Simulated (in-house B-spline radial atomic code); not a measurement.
# Ionising Br7+ with different functionals

Computed with an all-electron radial atomic-structure program (B-spline basis): four-component Dirac-Coulomb Hamiltonian, Fermi nucleus of rms radius 4.1629 fm, spin-restricted, spherical fractional occupations for the functionals. The ionisation energy is the difference of two self-consistent energies, [Ar] 3d10 → [Ar] 3d9, without Breit or QED terms; ε is the level of the shell that loses the electron (mean over j). The electron is taken from both j subshells in proportion to 2j + 1, so the result is a j average, not the step between ground levels.

Hybrids are left out here: with spherical fractional occupations of an open shell their exact exchange keeps a self-interaction that integer-occupation calculations don't have.

```tsv
method	rung	ΔSCF (eV)	-ε(3d) (eV)
LDA VWN5	LDA	193.34	176.21
relativistic LDA	LDA	193.34	176.21
LDA PW92	LDA	193.33	176.19
LDA exchange-only	LDA	191.06	173.96
PBE	GGA	193.03	175.89
PBEsol	GGA	192.97	175.83
BLYP	GGA	192.90	175.77
RPBE	GGA	192.95	175.80
PW91	GGA	193.21	176.06
BP86	GGA	193.09	175.95
AM05	GGA	193.02	175.88
OLYP	GGA	193.93	176.74
```

(1) How do they compare with the NIST value?

Answers

(1) NIST lists 192.61 eV ± 0.06 (measured, ground level to ground level). Errors run from -1.55 to +1.32 eV; BLYP is closest (+0.29 eV), though others lie within the uncertainty of it, and part of that can be cancellation, since the calculations leave out Breit-QED terms, spin polarisation, the choice among j levels, multiplet and fine-structure energies.
